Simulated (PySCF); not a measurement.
Mo(NH)2(F)(Me) (CH5FMoN2), SMILES [CH3][Mo]([F])(=[NH])=[NH], multiplicity 1. Geometry: PBE-D3(BJ)/def2-SVP. The spin state was assumed, not searched. The structure was generated by enumeration; whether it is a known compound was not checked. The def2 effective core potentials stand for the cores of Mo; spin–orbit coupling is left out.

Computed equilibrium geometry at PBE-D3(BJ)/def2-SVP (PySCF confirms it by a frequency run) as Cartesian coordinates in Å, and its point group:
point group Cs.
```xyz
10

Mo    -0.0259     0.0798     0.0000
N     -1.0170     0.1177    -1.4288
H     -1.8993     0.2424    -1.9395
N     -1.0170     0.1177     1.4288
H     -1.8993     0.2424     1.9395
F      1.3248     1.3894     0.0000
C      0.7493    -1.8854     0.0000
H     -0.0386    -2.6630     0.0000
H      1.3728    -2.0066    -0.9111
H      1.3728    -2.0066     0.9111
```
Charge 0, spin multiplicity 1.
